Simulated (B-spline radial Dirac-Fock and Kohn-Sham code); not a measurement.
Tb²⁺ 4d5/2: cross section and angular parameters

System: terbium as Tb²⁺, [Xe] 4f9; threshold 168.5 eV (orbital energy of the model). Method: Dirac-Hartree-Slater photoionisation with a Latter tail; cross sections with all multipoles, angular parameters from the dipole term and its interference with E2. Computed with an atomic code on a B-spline grid.

For linearly polarised light dσ/dΩ = σ/(4π) [1 + β P₂(cos θ) + (δ + γ cos²θ) sin θ cos φ], with θ from the polarisation vector and φ the angle between the beam and the projection of the electron momentum on the plane normal to the polarisation.

```
hν (eV)  σ (kb)       β       γ      δ
    200     336   1.224  -0.043  0.006
    232     208  -0.449  -0.401  0.127
    279     303  -0.810  -0.206  0.153
    300     355  -0.556  -0.088  0.134
    400     468   0.286   0.151  0.058
    429     471   0.429   0.160  0.045
    431     471   0.438   0.160  0.044
    439     470   0.472   0.161  0.041
    467     463   0.579   0.156  0.031
    600     390   0.902   0.083  0.008
    749     301   1.088   0.008  0.002
    963       ?       ?       ?      ?
    979     198   1.231  -0.039  0.005
   1330     111   1.319  -0.011  0.015
   1980    45.1   1.345   0.154  0.032
   2460    26.2   1.327   0.295  0.044
   3680    8.71   1.247   0.620  0.075
   6000    1.99   1.095   1.071  0.135
 8047.8   0.765   0.988   1.353  0.189
   8810   0.564   0.953   1.439  0.209
  11200   0.246   0.859   1.656  0.270
  12000   0.193   0.832   1.715  0.290
  13400   0.130   0.788   1.809  0.325
  15000  0.0862   0.743   1.901  0.363
```

Q: Give the values at 963 eV.

A: σ = 204 kb, β = 1.224, γ = -0.038, δ = 0.005.
